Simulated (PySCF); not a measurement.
BeO, SMILES [Be]=[O]. The structure is a stationary point at B3LYP-D3(BJ)/def2-TZVPD.

Method: PySCF with B3LYP-D3(BJ)/def2-TZVPD.

Harmonic wavenumbers (cm⁻¹): 1536. Rotational constants (GHz): 50.03 (linear); symmetry number 1.

Task: Work out the zero-point energy and the ideal-gas rigid-rotor harmonic-oscillator thermochemistry at 298.15 K and 1 atm.

Result: ZPE = ½ Σ hcν = ½ × 1536 cm⁻¹ = 2.20 kcal/mol. H − E(el) = 4.27 kcal/mol. Entropy in cal/(mol K): translation 35.59, rotation 11.57, vibration 0.01, total 47.17. G − E(el) = -9.79 kcal/mol. Cp = 7.02 cal/(mol K).
